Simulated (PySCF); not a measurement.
C6H12O.
Numbering: `[CH3:1]/[CH:2]=[C:3](\[CH3:4])[CH2:5][O:6][CH3:7]` (hydrogens: H8, H9, H10 on C1; H11 on C2; H12, H13, H14 on C4; H15, H16 on C5; H17, H18, H19 on C7)

The same species was optimised twice, with GFN2-xTB and with PBE0-D3(BJ)/def2-SVP (PySCF), and the same property calculations (PySCF, gas phase) were run on both structures.

| coordinate | GFN2-xTB | PBE0-D3(BJ)/def2-SVP | change |
| --- | --- | --- | --- |
| C2=C3 (Å) | 1.327 | 1.342 | +0.015 |
| C5–O6 (Å) | 1.415 | 1.404 | -0.011 |
| O6–C7 (Å) | 1.404 | 1.395 | -0.009 |
| C3–C4 (Å) | 1.500 | 1.498 | -0.002 |
| C3–C5 (Å) | 1.512 | 1.509 | -0.003 |
| C1–C2 (Å) | 1.493 | 1.492 | -0.001 |
| C2–C3–C5 (°) | 120.9 | 120.0 | -0.9 |
| C4–C3–C5 (°) | 113.6 | 114.4 | +0.8 |
| C1–C2–C3 (°) | 127.2 | 128.0 | +0.8 |
| C3–C5–O6 (°) | 113.0 | 113.7 | +0.7 |
| C5–O6–C7 (°) | 113.2 | 113.6 | +0.4 |
| C2–C3–C4 (°) | 125.5 | 125.5 | 0.0 |
| C2–C3–C5–O6 (°) | -118 | -127 | -9 |
| C3–C5–O6–C7 (°) | 68 | 69 | +1 |

Rotational constants: A = 4351, B = 1545, C = 1377 MHz (GFN2-xTB) against A = 4531, B = 1485, C = 1358 MHz (PBE0-D3(BJ)/def2-SVP). Point groups within 0.08 Å: C1 and C1. Atoms that the bonding makes alike are paired by their places after alignment.

On the GFN2-xTB structure: HOMO (eV) -6.98 [PBE0/pcSseg-1]; LUMO (eV) 0.56 [PBE0/pcSseg-1]; dipole (D) 1.47 [PBE0/pcSseg-1]; GIAO shielding of C1 (ppm) 170.2 [PBE0/pcSseg-1]; GIAO shielding of C2 (ppm) 53.9 [PBE0/pcSseg-1]; GIAO shielding of C3 (ppm) 46.6 [PBE0/pcSseg-1]; GIAO shielding of C4 (ppm) 172.8 [PBE0/pcSseg-1]; GIAO shielding of C5 (ppm) 104.7 [PBE0/pcSseg-1]; GIAO shielding of O6 (ppm) 311.2 [PBE0/pcSseg-1]; GIAO shielding of C7 (ppm) 129.7 [PBE0/pcSseg-1].

**Question.** What do these properties become on the PBE0-D3(BJ)/def2-SVP structure?

**Answer.** 
| property | level | on GFN2-xTB | on PBE0-D3(BJ)/def2-SVP | change |
| --- | --- | --- | --- | --- |
| HOMO (eV) | PBE0/pcSseg-1 | -6.98 | -6.92 | +0.06 |
| LUMO (eV) | PBE0/pcSseg-1 | 0.56 | 0.50 | -0.06 |
| dipole (D) | PBE0/pcSseg-1 | 1.47 | 1.37 | -0.10 |
| energy, GFN2-xTB geometry as zero (kcal/mol) | PBE0/pcSseg-1 | 0.0 | -0.6 | -0.6 |
| GIAO shielding of C1 (ppm) | PBE0/pcSseg-1 | 170.2 | 168.6 | -1.6 |
| GIAO shielding of C2 (ppm) | PBE0/pcSseg-1 | 53.9 | 52.8 | -1.1 |
| GIAO shielding of C3 (ppm) | PBE0/pcSseg-1 | 46.6 | 42.4 | -4.2 |
| GIAO shielding of C4 (ppm) | PBE0/pcSseg-1 | 172.8 | 171.0 | -1.8 |
| GIAO shielding of C5 (ppm) | PBE0/pcSseg-1 | 104.7 | 103.9 | -0.8 |
| GIAO shielding of O6 (ppm) | PBE0/pcSseg-1 | 311.2 | 314.6 | +3.4 |
| GIAO shielding of C7 (ppm) | PBE0/pcSseg-1 | 129.7 | 128.8 | -0.9 |

The heavy atoms differ by 0.081 Å rms after alignment (one structure mirrored). Among the bonds compared C2=C3 changes most (+0.015 Å). Changes are differences of the printed values. Neither structure is proved a minimum here.

Conformer computed: `[CH3:1]/[CH:2]=[C:3](\[CH3:4])[CH2:5][O:6][CH3:7]`: C2–C3–C5–O6 -127°, C3–C5–O6–C7 69°.
